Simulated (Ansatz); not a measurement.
`C[NH][GeH3]`. Total charge 0; spin multiplicity 1.

```csv
atom,x (Å),y (Å),z (Å)
C1,1.2585,-0.5259,-0.3286
N2,0.2534,-0.2371,0.6760
Ge3,-1.3508,0.4654,0.1165
H4,2.0904,-1.0793,0.1168
H5,1.6748,0.3596,-0.8319
H6,0.8278,-1.1683,-1.1020
H7,0.6450,0.2628,1.4618
H8,-2.1916,0.7346,1.3731
H9,-2.0116,-0.5884,-0.7871
H10,-1.1959,1.7765,-0.6947
```

(1) List the harmonic frequencies (cm⁻¹, unscaled) at PBE0-D4/def2-TZVP in Ansatz. (An estimate is asked.)

(2) Is this a minimum?

(3) Give the ideal-gas thermochemistry at 298.15 K and 1 bar (rigid rotor, harmonic oscillator; point group C1, symmetry number 1).

(4) And at 400, 500, 600, 800 and 1000 K?

(5) Rotational constants (cm⁻¹)?

## Answers

(1) Computed: 126, 169, 222, 530, 586, 619, 709, 846, 868, 892, 1093, 1133, 1144, 1396, 1455, 1487, 1510, 2092, 2158, 2168, 2980, 3063, 3102, 3588.

(2) Yes, all 24 modes are real.

(3) Zero-point energy 203.0 kJ/mol; H(298) − E = 220.1 kJ/mol; entropy 309.9 J/(mol·K), of which translation 167.0, rotation 101.6, vibration 41.3; G(298) − E = 127.7 kJ/mol.

(4) 
```csv
T (K),H − E (kJ/mol),S (J/mol/K),G − E (kJ/mol)
400,229.8,337.7,94.7
500,241.1,362.9,59.6
600,253.9,386.3,22.1
800,283.3,428.5,-59.4
1000,316.6,465.5,-148.9
```

(5) 0.8943, 0.1272, 0.1194.
